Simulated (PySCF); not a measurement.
Parent: `[CH3:1][B:2]([OH:3])[OH:4]` with C1–B2–O3–H -2°, C1–B2–O4–H 2°, CH5BO2.

Level of theory: PBE0-D3(BJ)/def2-SVP geometry optimisation, gas phase in PySCF. One conformer each, not checked by frequencies here.

```csv
coordinate of the parent,value
C1–B2,1.587 Å
B2–O3,1.362 Å
B2–O4,1.362 Å
C1–B2–O3,122.6°
C1–B2–O4,122.5°
O3–B2–O4,114.8°
```

Question: How does the shared frame change in `[OH:1][CH2:2][B:3]([OH:4])[OH:5]` with H–O1–C2–B3 82°, O1–C2–B3–O4 -170°, C2–B3–O4–H 2°, C2–B3–O5–H 2°, CH5BO3? Atoms pair as C1 = C2, B2 = B3, O3 = O4, O4 = O5 (parent first).

Answer: 
```
  parent  relative  value in the relative  change
   C1–B2     C2–B3                1.597 Å  +0.010
   B2–O3     B3–O4                1.359 Å  -0.003
   B2–O4     B3–O5                1.353 Å  -0.009
C1–B2–O3  C2–B3–O4                 124.4°    +1.8
C1–B2–O4  C2–B3–O5                 116.9°    -5.6
O3–B2–O4  O4–B3–O5                 118.7°    +3.9
```

Of the parent's bonds, C1–B2 and B2–O4 change most and about equally (-0.009 to +0.010 Å). Bonds of the relative outside the shared frame: O1–C2 1.425 Å.
